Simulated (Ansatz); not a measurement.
Job for Ansatz (a first-principles code): R-RI-MP2/def2-TZVPPD on GeH4 (SMILES [GeH4]) with ghost functions, monomers drawn apart or pushed together. Files ending in .json are basis or fitting sets from the Basis Set Exchange. The run froze 14 orbitals, filled d shells among them.

Ansatz 0.2 input:
```yaml
crystal:
  periodic: [false, false, false]
  atoms:
    - {symbol: Ge, position_ang: [0.39343159, -0.39215481, 0.44313808]}
    - {symbol: H, position_ang: [-0.90285126, -1.19267803, 0.62537068]}
    - {symbol: H, position_ang: [1.37107651, -0.70007824, 1.58412865]}
    - {symbol: H, position_ang: [0.08431789, 1.11010137, 0.40104872]}
    - {symbol: H, position_ang: [1.04380532, -0.80140123, -0.89260912]}
basis:
  gaussian:
    orbitals: def2-TZVPPD.json
    fitting: {mean_field: def2-universal-JKFIT, correlation: def2-TZVPPD-RIFIT.json}
    ghost_atoms:
      - {symbol: O, position_ang: [-1.02026349, 0.53606558, 3.76409895]}
      - {symbol: Si, position_ang: [-0.24685990, 0.42034827, 5.22238373]}
      - {symbol: H, position_ang: [-1.92218722, 0.86407624, 3.74297357]}
      - {symbol: H, position_ang: [-0.13622058, 1.74390281, 5.88330411]}
      - {symbol: H, position_ang: [1.09618231, -0.10877067, 4.92013634]}
      - {symbol: H, position_ang: [-0.96118490, -0.49796767, 6.14286708]}
magnetization: {spin_polarized: false}
correlation: {method: mp2, electrons: outside_noble_gas}
scf: {lower_state_search: off}
```

The log:

```
Functional definition: HF
[...]
these checks for a lower state are left out or cut short: stability, starts, cluster_reference, orbital_swaps, neighbouring_geometries, increment
integrals: 0.31 GiB planned
615 factors; integrals over basis functions are off by at most 1.2e0 eV
mean field: 0.54 GiB planned
mean field evaluation 1: about -56535.9977 eV, gradient 1.0e1 eV
mean field evaluation 2: about -56536.4851 eV, gradient 4.1e0 eV
mean field evaluation 4: about -56536.5384 eV, gradient 1.8e-1 eV
mean field evaluation 8: about -56536.5399 eV, gradient 1.9e-6 eV
mean field -56536.53993563 eV, -2077.6795207913 hartree, gradient 1.9e-6 eV, S^2 0.000000; 0 other end points of the search recorded, 0 dependent functions left out
14 core orbitals not correlated
718 factors; their error is unknown
reference -56536.53993563 eV, -2077.6795207913 hartree; 4, 4 occupied and 260, 260 virtual orbitals, 718 factors
second order -3.79352324 eV of doubles, -0.00000000 eV of singles
Total energy: -56540.33345887 eV, -2077.8189301989 hartree
Checks for a lower state left out: stability, starts, cluster_reference, orbital_swaps, neighbouring_geometries, increment
```

The run converged.

Cost: very roughly 2.2 core-seconds.
